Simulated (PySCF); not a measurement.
cyclopentanone (C₅H₈O), SMILES C1(CCCC1)=O.

Geometry optimised at B3LYP-D3(BJ)/def2-SVP. Other conformers were not sampled.

The numbers are results of TDDFT-B3LYP/def2-SVPD run with PySCF, not measurements.

Vertical excitations. The molecule is in vacuum. State labels are in the subgroup C2.

```
state  symmetry  energy (eV)  λ (nm)      f                          main pairs
-----  --------  -----------  ------  -----  ----------------------------------
S1            A         4.22     294  0.000                      HOMO→LUMO 99 %
S2            B         6.30     197  0.013                    HOMO→LUMO+1 98 %
S3            B         7.12     174  0.022                    HOMO→LUMO+2 96 %
S4            A         7.21     172  0.001                    HOMO→LUMO+3 93 %
S5            A         7.26     171  0.004                    HOMO→LUMO+4 93 %
S6            B         7.51     165  0.022                    HOMO−1→LUMO 99 %
S7            B         7.84     158  0.002                    HOMO−3→LUMO 99 %
S8            A         7.97     156  0.022                    HOMO−4→LUMO 88 %
S9            A         7.99     155  0.038  HOMO→LUMO+5 72 %, HOMO−2→LUMO 19 %
S10           B         8.08     153  0.029                    HOMO→LUMO+6 98 %
T1            A         3.71     334      0                      HOMO→LUMO 98 %
T2            A         5.88     211      0                    HOMO−2→LUMO 85 %
T3            B         6.22     199      0                    HOMO→LUMO+1 96 %
T4            B         7.04     176      0                    HOMO→LUMO+2 94 %
```
Triplets are in the Tamm–Dancoff approximation, which puts them higher than full response would, so one can lie above its singlet here.
